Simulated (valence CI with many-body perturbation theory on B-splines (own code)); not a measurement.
**Forbidden lines of Tl¹⁰⁺**

Computed by configuration interaction combined with many-body perturbation theory (CI+MBPT): three valence electrons over a frozen Dirac-Fock core [Xe] 4f14, radial functions for each j: 7 s, 7 p, 8 d, 6 f, 4 g, 1 h, with the one-electron correlation potential Σ1 (screened to all orders), the two-electron term Σ2, the three-electron term Σ3, Breit, model QED; selected single and double excitations, second order for the rest, scaled by the run's own slope (own B-spline code, finite nucleus).

No measured levels were compared; by estimate terms of the open shell hold to 2 to 4 % of their energy, and close levels can change places. Excitations out of the core, of the other parity, are not computed and may begin above about 48.1 eV (a cautious bound); beyond it only levels of the ground parity were kept, without lifetimes.

Lines 1 to 50 of 120 in falling wavelength, among levels below 388240 cm⁻¹, chosen from the decays that carry over 1 % of a level's rate. Wavelengths and rates use the calculated energies, so an error of 2000 cm⁻¹ moves a line at 2962 nm by 59 % and its rate by three times that or more. Electric multipoles are in the length gauge, E1 and E2 with the static RPA response of the core. Weak lines are less certain than strong ones. Lines between different terms over intervals too small for the method are left out, as are lines whose strength nearly cancels. Where a level lies close to another of its J and parity, the split of strength between their lines is uncertain.

Levels are named by their leading jj configuration (3d3/2^4 stands for four electrons in 3d with j = 3/2), which in mixed levels can hold well under half, so a name can repeat and another be missing. Letters in brackets count levels of one name in rising energy.

| λ vac (nm) | Upper | Lower | Type | A (s⁻¹) | Branch % |
| --- | --- | --- | --- | --- | --- |
| 2962 | (5d3/2^2 5d5/2) J=9/2 | (5d3/2^2 5d5/2) J=7/2 | M1 | 4.58e-01 | 100.0 |
| 2140 | (5d3/2^2 5d5/2) J=1/2 | (5d3/2^2 5d5/2) J=3/2 | M1 | 2.58e+00 | 4.2 |
| 1041 | (5d3/2^2 5d5/2) J=7/2 | (5d3/2^2 5d5/2) J=5/2 [a] | M1 | 2.31e+01 | 99.8 |
| 1037 | (5d3/2^2 5d5/2) J=3/2 | (5d3/2^2 5d5/2) J=5/2 [a] | M1 | 6.63e+00 | 3.6 |
| 983.2 | (5d3/2 5d5/2^2) J=5/2 [a] | (5d3/2 5d5/2^2) J=3/2 [a] | M1 | 5.50e+00 | 1.7 |
| 837.2 | (5d3/2 5d5/2^2) J=11/2 | (5d3/2 5d5/2^2) J=9/2 | M1 | 1.02e+01 | 7.7 |
| 742.6 | (5d3/2 5d5/2^2) J=5/2 [b] | (5d3/2 5d5/2^2) J=3/2 [a] | M1 | 7.47e+00 | 2.9 |
| 609.0 | (5d5/2^3) J=9/2 | (5d3/2 5d5/2^2) J=11/2 | M1 | 1.42e+01 | 2.0 |
| 599.7 | (5d5/2^3) J=3/2 | (5d3/2 5d5/2^2) J=5/2 [a] | M1 | 8.39e+00 | 1.1 |
| 568.5 | (5d3/2^2 5d5/2) J=5/2 [a] | (5d3/2^3) J=3/2 | M1 | 1.77e+02 | 100.0 |
| 520.0 | (5d3/2 5d5/2^2) J=5/2 [a] | (5d3/2 5d5/2^2) J=7/2 [a] | M1 | 1.27e+01 | 4.0 |
| 488.3 | (5d3/2 5d5/2^2) J=9/2 | (5d3/2^2 5d5/2) J=9/2 | M1 | 1.50e+02 | 55.5 |
| 486.5 | (5d3/2 5d5/2^2) J=3/2 [b] | (5d5/2^3) J=3/2 | M1 | 1.38e+01 | 1.7 |
| 475.7 | (5d3/2 5d5/2^2) J=7/2 [a] | (5d3/2^2 5d5/2) J=7/2 | M1 | 9.26e+01 | 19.4 |
| 460.8 | (5d3/2^2 5d5/2) J=5/2 [b] | (5d3/2^2 5d5/2) J=3/2 | M1 | 8.45e+01 | 68.8 |
| 460.1 | (5d3/2^2 5d5/2) J=5/2 [b] | (5d3/2^2 5d5/2) J=7/2 | M1 | 7.56e+00 | 6.2 |
| 458.5 | (5d3/2 5d5/2^2) J=5/2 [b] | (5d3/2^2 5d5/2) J=5/2 [b] | M1 | 9.80e+01 | 38.4 |
| 443.9 | (5d3/2 5d5/2^2) J=5/2 [b] | (5d3/2 5d5/2^2) J=7/2 [a] | M1 | 3.27e+00 | 1.3 |
| 419.2 | (5d3/2 5d5/2^2) J=9/2 | (5d3/2^2 5d5/2) J=7/2 | M1 | 1.20e+02 | 44.5 |
| 412.4 | (5d5/2^3) J=3/2 | (5d3/2 5d5/2^2) J=1/2 | M1 | 1.02e+02 | 13.9 |
| 394.9 | (5d3/2 5d5/2^2) J=7/2 [b] | (5d3/2^2 5d5/2) J=5/2 [b] | M1 | 7.84e+00 | 3.6 |
| 394.1 | (5d3/2 5d5/2^2) J=3/2 [a] | (5d3/2^2 5d5/2) J=1/2 | M1 | 7.17e+01 | 9.2 |
| 384.1 | (5d3/2 5d5/2^2) J=7/2 [b] | (5d3/2 5d5/2^2) J=7/2 [a] | M1 | 3.22e+01 | 14.9 |
| 372.8 | (5d5/2^3) J=5/2 | (5d5/2^3) J=3/2 | M1 | 2.47e+01 | 1.8 |
| 372.5 | (5d5/2^3) J=3/2 | (5d3/2 5d5/2^2) J=3/2 [a] | M1 | 1.79e+02 | 24.3 |
| 367.2 | (5d3/2^2 5d5/2) J=3/2 | (5d3/2^3) J=3/2 | M1 | 1.78e+02 | 96.3 |
| 357.5 | (5d3/2 5d5/2^2) J=1/2 | (5d3/2^2 5d5/2) J=1/2 | M1 | 3.98e+02 | 93.8 |
| 352.6 | (5d5/2^3) J=9/2 | (5d3/2 5d5/2^2) J=9/2 | M1 | 2.88e+02 | 41.5 |
| 332.8 | (5d3/2 5d5/2^2) J=3/2 [a] | (5d3/2^2 5d5/2) J=3/2 | M1 | 4.10e+02 | 52.6 |
| 326.5 | (5d3/2 5d5/2^2) J=7/2 [a] | (5d3/2^2 5d5/2) J=5/2 [a] | M1 | 3.86e+02 | 80.6 |
| 320.5 | (5d5/2^3) J=9/2 | (5d3/2 5d5/2^2) J=7/2 [a] | M1 | 3.62e+02 | 52.1 |
| 319.0 | (5d3/2^2 5d5/2) J=5/2 [b] | (5d3/2^2 5d5/2) J=5/2 [a] | M1 | 1.42e+01 | 11.6 |
| 313.4 | (5d3/2^2 5d5/2) J=1/2 | (5d3/2^3) J=3/2 | M1 | 5.77e+01 | 93.8 |
| 313.4 | (5d3/2^2 5d5/2) J=1/2 | (5d3/2^3) J=3/2 | E2 | 1.24e+00 | 2.0 |
| 308.4 | (5d3/2 5d5/2^2) J=11/2 | (5d3/2^2 5d5/2) J=9/2 | M1 | 1.23e+02 | 92.2 |
| 306.3 | (5d3/2 5d5/2^2) J=1/2 | (5d3/2^2 5d5/2) J=3/2 | M1 | 1.37e+01 | 3.2 |
| 294.7 | (5d3/2 5d5/2^2) J=3/2 [b] | (5d3/2 5d5/2^2) J=5/2 [b] | M1 | 2.03e+01 | 2.6 |
| 284.2 | (5d5/2^3) J=3/2 | (5d3/2^2 5d5/2) J=5/2 [b] | M1 | 2.38e+02 | 32.4 |
| 272.5 | (5d5/2^3) J=5/2 | (5d3/2 5d5/2^2) J=7/2 [b] | M1 | 1.39e+02 | 10.0 |
| 268.6 | (5d3/2 5d5/2^2) J=3/2 [b] | (5d3/2 5d5/2^2) J=5/2 [a] | M1 | 3.21e+02 | 40.6 |
| 251.9 | (5d3/2 5d5/2^2) J=3/2 [a] | (5d3/2^2 5d5/2) J=5/2 [a] | M1 | 2.46e+02 | 31.6 |
| 248.7 | (5d5/2^3) J=5/2 | (5d3/2 5d5/2^2) J=5/2 [b] | M1 | 3.94e+02 | 28.5 |
| 248.6 | (5d3/2 5d5/2^2) J=5/2 [a] | (5d3/2^2 5d5/2) J=3/2 | M1 | 1.17e+02 | 36.9 |
| 248.4 | (5d3/2 5d5/2^2) J=5/2 [a] | (5d3/2^2 5d5/2) J=7/2 | M1 | 1.20e+02 | 38.0 |
| 229.9 | (5d5/2^3) J=5/2 | (5d3/2 5d5/2^2) J=5/2 [a] | M1 | 3.07e+01 | 2.2 |
| 229.8 | (5d3/2 5d5/2^2) J=5/2 [b] | (5d3/2^2 5d5/2) J=3/2 | M1 | 3.11e+01 | 12.2 |
| 229.6 | (5d3/2 5d5/2^2) J=5/2 [b] | (5d3/2^2 5d5/2) J=7/2 | M1 | 7.69e+01 | 30.1 |
| 228.9 | (5d3/2 5d5/2^2) J=7/2 [b] | (5d3/2^2 5d5/2) J=9/2 | M1 | 9.13e+01 | 42.2 |
| 228.9 | (5d3/2 5d5/2^2) J=7/2 [b] | (5d3/2^2 5d5/2) J=9/2 | E2 | 2.28e+00 | 1.1 |
| 223.2 | (5d3/2 5d5/2^2) J=3/2 [b] | (5d3/2 5d5/2^2) J=1/2 | M1 | 7.61e+01 | 9.6 |
